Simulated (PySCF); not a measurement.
**Eu⁵⁷⁺ (europium, charge +57): Hartree-Fock from Schrödinger to Dirac-Coulomb-Breit**

Occupied: 1s1/2, 2s1/2, 2p1/2. Hartree-Fock calculated with PySCF 2.14 in an uncontracted even-tempered set (16 s from 12 bohr⁻², ratio 2.7; 13 p from 15 bohr⁻², ratio 2.7), Gaussian nucleus throughout. NR is non-relativistic, sf-X2C the spin-free one-electron X2C Hamiltonian, X2C adds the bare one-electron spin-orbit term, X2C-SNSO screens it by Boettger's factors, DC is four-component Dirac-Coulomb, and the Gaunt and Breit terms are added at first order (total energies over the DC spinors, levels after relaxing the spinors in that mean field). QED terms are absent. Levels marked empty are virtual spinors of this ion.

| Hamiltonian | E (hartree) | E − E(DC) (hartree) | CPU seconds |
| --- | --- | --- | --- |
| X2C | -6109.1867 | 1.1920 | 0.11 |
| X2C-SNSO | -6107.8334 | 2.5453 | 0.11 |
| DC | -6110.3787 | 0.0000 | 4.7 |
| DC+Gaunt | -6104.2363 | 6.1424 | 9.9 |
| DC+Breit | -6104.5539 | 5.8248 | 30 |

```json
{"level (eV)": "1s1/2", "X2C": "-54390.6", "X2C-SNSO": "-54392.1", "DC": "-54431.1", "DC+Gaunt": "-54307.6", "DC+Breit": "-54311.6"}
{"level (eV)": "2s1/2", "X2C": "-12945.1", "X2C-SNSO": "-12945.5", "DC": "-12950.7", "DC+Gaunt": "-12938.1", "DC+Breit": "-12939.3"}
{"level (eV)": "2p1/2", "X2C": "-12754.6", "X2C-SNSO": "-12736.4", "DC": "-12741.3", "DC+Gaunt": "-12715.3", "DC+Breit": "-12718.3"}
{"level (eV)": "2p3/2 (empty)", "X2C": "-11738.6", "X2C-SNSO": "-11745.5", "DC": "-11746.4", "DC+Gaunt": "-11733.7", "DC+Breit": "-11736.7"}
{"level (eV)": "3s1/2 (empty)", "X2C": "-5403.9", "X2C-SNSO": "-5403.9", "DC": "-5405.3", "DC+Gaunt": "-5401.7", "DC+Breit": "-5402.2"}
```

Weight of the small component: 1s1/2 0.0552, 2s1/2 0.0131, 2p1/2 0.0130, 2p3/2 0.0121, 3s1/2 0.00544.

Koopmans' value for the highest occupied level at DC+Breit: 12718.3 eV, against an ionisation energy of 12718 ± 6 eV (theoretical estimate listed by NIST; NIST Atomic Spectra Database, ionization energies); the former lacks relaxation, correlation, QED and recoil.

The whole ladder took 46 s of wall time on 1 thread of Intel(R) Xeon(R) 6975P-C (shared host), launched as `OMP_NUM_THREADS=1 python relrun2.py TASK.json OUT` (a driver that calls PySCF for each Hamiltonian).
